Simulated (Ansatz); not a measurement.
```yaml
atoms:
  - { symbol: C, position_ang: [0.0000, -0.4146, -0.3535] }
  - { symbol: C, position_ang: [0.0000, -0.4345, 1.1567] }
  - { symbol: O, position_ang: [0.0000, 0.9232, -0.7809] }
  - { symbol: H, position_ang: [-0.8892, -0.9616, -0.7300] }
  - { symbol: H, position_ang: [0.8892, -0.9616, -0.7300] }
  - { symbol: H, position_ang: [0.0000, -1.4668, 1.5374] }
  - { symbol: H, position_ang: [0.8896, 0.0825, 1.5468] }
  - { symbol: H, position_ang: [-0.8896, 0.0825, 1.5468] }
  - { symbol: H, position_ang: [0.0000, 0.9341, -1.7424] }
```

Basis set: def2-TZVP (spherical functions). Correlated methods keep 3 orbitals frozen. Charge 0, multiplicity 1.

Computed with Ansatz (development build ahead of 0.2.0); each method stands on the lowest determinant of its kind that the runs found. Restricted open shells among the atoms or ions are ROHF, correlated in semicanonical orbitals with singles.

**Question.** Give the atomization energy at this shape (free ground-state atoms in the same class of orbitals less the molecule, no zero-point energy) of singlet C2H6O by RHF-MP2, RHF.

**Answer.**

```json
{"method": "RHF-MP2", "atomization energy": "34.15 eV"}
{"method": "RHF", "atomization energy": "26.17 eV"}
```
